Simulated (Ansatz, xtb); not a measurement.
## Two isomers of FH3O2Si2

We compare X, `O[SiH2]O[Si]F`, a singlet, with Y, `O[Si]O[SiH2]F`, a singlet. Both are isolated molecules in the gas phase, relaxed with PBE0-D3(BJ)/def2-SVP, each in the lowest conformer that the search found.

**Question.** Estimate which is lower in electronic energy at CCSD(T)/def2-SVP + ΔMP2/def2-TZVPP, and by roughly how much.

**Answer.** Not settled: CCSD(T)/def2-SVP + ΔMP2/def2-TZVPP gives E(Y) − E(X) = −4.34 kJ/mol, but this leans on the basis-set step: CCSD(T) alone gives −3.48 kJ/mol.

Level by level:

| level | geometry | E(Y) − E(X) (kJ/mol) | departure from the last row (kJ/mol) | job, with rough time for the two |
| --- | --- | --- | --- | --- |
| GFN2-xTB | GFN2-xTB | −17.42 | −13.07 | optimisation, 0.18 s |
| HF/STO-3G | GFN2-xTB | −0.24 | +4.10 | single point, 0.32 s |
| r2SCAN-D4/def2-SVP | GFN2-xTB | −5.18 | −0.84 | single point, 2.9 s |
| PBE0-D3(BJ)/def2-SVP | PBE0-D3(BJ)/def2-SVP | −4.41 | −0.07 | optimisation, 40 s |
| HF/def2-SVP | PBE0-D3(BJ)/def2-SVP | −4.58 | −0.23 | part of the CCSD(T) run |
| MP2/def2-SVP | PBE0-D3(BJ)/def2-SVP | −4.08 | +0.27 | part of the CCSD(T) run |
| CCSD(T)/def2-SVP | PBE0-D3(BJ)/def2-SVP | −3.48 | +0.87 | single point |
| CCSD(T)/def2-SVP + ΔMP2/def2-TZVPP | PBE0-D3(BJ)/def2-SVP | −4.34 |  | single point, 22 s |

As drawn, both hold the same kinds of bond in the same numbers.

HF/STO-3G finds them nearly level. The largest departure from CCSD(T)/def2-SVP + ΔMP2/def2-TZVPP is that of GFN2-xTB, 13.07 kJ/mol. The last row adds to CCSD(T) the change of the MP2 difference between the two basis sets, here −0.87 kJ/mol.

With harmonic frequencies from PBE0-D3(BJ)/def2-SVP (ideal gas, rigid rotor, one conformer each, 298.15 K, 1 atm): the zero-point term adds +0.51 kJ/mol; ΔH is −4.10 and ΔG −3.74 kJ/mol.

The correlated steps freeze 13 core orbitals. Mirror images aren't counted in ΔG. Codes used: Ansatz 0.2.0, xtb 6.7.1; the last row on 1 thread of Intel(R) Xeon(R) 6975P-C (Granite Rapids) on a shared host.
